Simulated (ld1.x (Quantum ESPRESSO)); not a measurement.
## What the settings do to the TM semilocal potential of manganese

Base potential:

```json
{"Element": "manganese (Mn)", "Generator": "ld1.x (Quantum ESPRESSO) 7.5", "Type": "norm-conserving Troullier–Martins (semilocal form)", "Functional": "PBEsol", "Relativity": "non-relativistic", "Frozen core": "[Ar]", "Valence charge": "7", "Reference configuration": "3d5 4s1 4p1", "Partial waves": "4p (bound): rc 2.15 bohr; 3d (bound): rc 1.50 bohr; 4s (bound): rc 2.00 bohr", "Local potential": "the s channel", "Core correction": "none"}
```

Cutoffs, loose and tight: the cutoffs (Ry, on a coarse ladder) from which the occupation-weighted sum of valence levels, in a spherical-Bessel basis at the reference potential, stays within 10 and 1 mRy of its value at 400 Ry. They do not see the model core or the augmentation charge, which bear on the density cutoff. Test errors are all-electron minus pseudo excitation energies from the reference, over the configurations 3d5 4s2 4p0; 3d5 4s1 4p0; 3d5 4s0 4p0; 3d5.5 4s1.5 4p0; 3d5 4s0 4p2; 3d5 4s0 4p1; 3d4 4s0 4p0. A dash means not determined; rows that change the core or the reference have their own tests.

A semilocal file is local in each channel, so a ghost entry of none says nothing of the separable form that plane-wave codes build from it.

```csv
change,outcome,"cutoff, loose","cutoff, tight",bound ghosts,largest test error (meV)
base,generated,100 Ry,120 Ry,none,+33
"all radii scaled by about 0.76 (s 1.52, p 1.64, d 1.14 bohr)",generated,160 Ry,180 Ry,none,-81
"all radii scaled by about 0.84 (s 1.68, p 1.82, d 1.26 bohr)",generated,140 Ry,160 Ry,none,+44
"all radii scaled by about 0.88 (s 1.76, p 1.90, d 1.32 bohr)",generated,120 Ry,140 Ry,none,+41
"all radii scaled by about 0.95 (s 1.90, p 2.04, d 1.42 bohr)",generated,110 Ry,140 Ry,none,+35
"all radii scaled by about 1.05 (s 2.10, p 2.26, d 1.58 bohr)",generated,90 Ry,120 Ry,none,+32
"all radii scaled by about 1.09 (s 2.18, p 2.34, d 1.64 bohr)",generated,90 Ry,120 Ry,none,+35
"all radii scaled by about 1.18 (s 2.36, p 2.54, d 1.76 bohr)",generated,80 Ry,120 Ry,none,+35
"all radii scaled by about 1.24 (s 2.48, p 2.68, d 1.86 bohr)",generated,70 Ry,110 Ry,none,+37
"all radii scaled by about 1.30 (s 2.60, p 2.80, d 1.96 bohr)",generated,70 Ry,110 Ry,none,+38
"all radii scaled by about 1.40 (s 2.80, p 3.02, d 2.10 bohr)",generated,60 Ry,100 Ry,none,+36
```

Reading the sweep of the scale of all radii (base = 1) (base included, trends over the rows without a ghost): The loose cutoff falls from 160 Ry at 0.76 to 60 Ry at 1.4. A larger radius leaves more room for a smooth pseudo-wave, so fewer plane waves are needed; a smaller one forces it to follow the all-electron wave where it bends sharply. The median size of the test errors (rows with all tests solved) is not monotonic: lowest 5.1 meV at 1.4, highest 10.5 meV at 0.88.
